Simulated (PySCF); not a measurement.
**Excitation energy of Co by level of theory**

Co [Ar] 3d7 4s2 (4F) → Co [Ar] 3d6 4s2 4p1 (high-spin determinant), as a difference of total energies. All numbers are calculated (PySCF 2.14, the non-relativistic Hamiltonian (point nucleus), in def2-TZVPPD (6s6p4d2f1g, 67 functions)). Correlated levels: valence: [Ar] frozen. The calculations carry no spin-orbit coupling.

```json
{"method": "UHF", "excitation energy (eV)": "5.458"}
{"method": "MP2 (valence)", "excitation energy (eV)": "6.911"}
{"method": "SCS-MP2 (valence)", "excitation energy (eV)": "7.042"}
{"method": "CCSD (valence)", "excitation energy (eV)": "6.572"}
{"method": "CCSD(T) (valence)", "excitation energy (eV)": "6.034"}
```

Problem. How much does correlation contribute at CCSD(T) (valence)?

Solution. 6.034 − (5.458) = 0.576 eV, measured against UHF.

A first-order spin-orbit estimate (lowest level to lowest level, LS coupling) adds 0.048 eV.

The coupled-cluster amplitudes are large for the upper state (T1 above 0.03 or a double amplitude above 0.15), so a single reference is strained.

The determinant of the upper state mixes LS terms, which raises its energy above the lowest term, most at the Hartree-Fock and MP2 levels.
